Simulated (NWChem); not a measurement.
System: C$_{3}$H$_{5}$O$_{2}$, doublet; SMILES O=[C]OCC

NWChem input:

```
start job
memory heap 200 mb stack 900 mb global 1100 mb
geometry units angstroms noautosym nocenter noautoz
  C     -0.695887    -1.637324     0.297826
  C      0.374377    -0.929095    -0.506839
  O      0.976635     0.180210     0.264835
  C      0.313585     1.318998     0.279732
  O     -0.719443     1.634735    -0.247183
  H     -1.546780    -0.960125     0.507558
  H     -0.290920    -2.012567     1.258193
  H     -1.083809    -2.503689    -0.276012
  H      1.232813    -1.587425    -0.737989
  H     -0.029411    -0.503110    -1.447907
end
basis spherical
  * library 6-31g*
end
dft
  odft
  mult 2
  xc xcamb88 1.00 lyp 0.81 vwn_5 0.19 hfexch 1.00
  cam 0.33 cam_alpha 0.19 cam_beta 0.46
  iterations 150
end
property
  efieldgrad
end
task dft property
```

Structure relaxed at the PBE-D3(BJ)/def2-SVP, spin-unrestricted level. Not confirmed as a minimum by frequencies. No stability test was run on the SCF state.

Vzz is the largest principal value of the second derivative of the potential at the nucleus (NWChem prints the opposite sign); η is the asymmetry. Non-relativistic.

Atoms are numbered as in the input.

Q: Give the results of this calculation. (CAM-B3LYP/6-31G* (spherical d), spin-unrestricted.) Quantities: Vzz O3 (a.u.); η O3; Vzz O5 (a.u.); η O5.

A: 
```yaml
Vzz O3 (a.u.): 1.632
"η O3": 0.37
Vzz O5 (a.u.): -0.763
"η O5": 0.42
```
